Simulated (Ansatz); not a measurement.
Compare A (`CNB(C)O`) with its isomer B (`CCB(N)O`).

Calculated with Ansatz (gas phase, PBE0-D4/def2-TZVP geometries, no zero-point term in ΔE). CCSD(T)/CBS adds triple-zeta CCSD(T) − MP2 to the extrapolated MP2 energy (def2 sets, frozen cores). Functionals use def2-TZVPP. B3LYP here is the variant with VWN-RPA as its local correlation; programs differ in this. Each species was taken in one conformer, which may not be the lowest.

(1) Which isomer does CCSD(T)/CBS put lower? Give the gap. (An estimate is asked.)

(2) Give E(B) − E(A) in kJ/mol with CCSD(T)/def2-TZVPP, CCSD/def2-TZVPP, ωB97M-V, B2PLYP, PBE0-D4, B3LYP, r2SCAN-D4. (Best estimate.)

Largest T1 diagnostic: 0.011.

## Answers

(1) The calculation gave: B, by 25.1 kJ/mol.

(2) The calculation gave: CCSD(T)/def2-TZVPP -24.2, CCSD/def2-TZVPP -24.7, ωB97M-V -24.3, B2PLYP -22.7, PBE0-D4 -22.5, B3LYP -20.6, r2SCAN-D4 -22.7. None reverses the order clearly.
